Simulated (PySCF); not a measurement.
## How far are cheaper levels from CCSD(T)/CBS for SrO?

PySCF; the state is a singlet (closed shell). The composite is CCSD(T) extrapolated to the basis-set limit from two correlation-consistent sets, with core-valence (CV) and scalar-relativistic (SR) terms as its label shows; it has no spin–orbit coupling and nothing beyond (T). Here it is CCSD(T)/CBS(DT)+CV. It gives Re = 1.922 Å, ωe = 656 cm⁻¹ and De = 4.23 eV to Sr + O.

```csv
level,basis,relativity,Re (Å),ωe (cm⁻¹),De (eV)
RHF-SCS-MP2,def2-SVPD,scalar-relativistic core potentials,2.010,626,3.97
RHF-SCS-MP2,def2-TZVP,scalar-relativistic core potentials,1.956,622,3.68
RHF-CCSD,def2-SVPD,scalar-relativistic core potentials,2.000,649,3.22
RHF-CCSD,def2-TZVP,scalar-relativistic core potentials,1.944,638,2.87
BLYP,def2-TZVP,scalar-relativistic core potentials,1.969,627,4.56
TPSS,def2-SVPD,scalar-relativistic core potentials,1.987,660,4.54
TPSS,x2c-TZVPPall,spin-free X2C,1.928,670,4.81
B3LYP,def2-TZVP,scalar-relativistic core potentials,1.937,668,4.04
B3LYP,x2c-TZVPPall,spin-free X2C,1.923,679,4.18
ωB97X-V,x2c-TZVPPall,spin-free X2C,1.895,720,4.26
```

**Question.** Give the difference of each row from the composite.

**Answer.** 

| level | basis | ΔRe (pm) | Δωe (%) | ΔDe (eV) |
| --- | --- | --- | --- | --- |
| RHF-SCS-MP2 | def2-SVPD | +8.8 | -4.6 | -0.26 |
| RHF-SCS-MP2 | def2-TZVP | +3.4 | -5.2 | -0.55 |
| RHF-CCSD | def2-SVPD | +7.8 | -1.1 | -1.01 |
| RHF-CCSD | def2-TZVP | +2.2 | -2.7 | -1.36 |
| BLYP | def2-TZVP | +4.7 | -4.4 | +0.33 |
| TPSS | def2-SVPD | +6.5 | +0.6 | +0.31 |
| TPSS | x2c-TZVPPall | +0.6 | +2.1 | +0.58 |
| B3LYP | def2-TZVP | +1.5 | +1.8 | -0.19 |
| B3LYP | x2c-TZVPPall | +0.1 | +3.5 | -0.05 |
| ωB97X-V | x2c-TZVPPall | -2.7 | +9.8 | +0.03 |

**Question.** Which rows come closest in De?

**Answer.** ωB97X-V in x2c-TZVPPall (+0.03 eV), counted from the composite.

Correlated steps freeze the inner cores (1 to 15 orbitals); shallow outer-core shells are correlated. Correlated levels converge slowly with the basis: in double zeta they bind strong bonds too weakly, by up to about 1 eV, and carry superposition errors of some tenths. Where the molecule has an RHF reference, its open-shell atoms are computed with UHF. The CCSD T1 diagnostic is raised in SrO, a sign that a single reference may not be enough there.
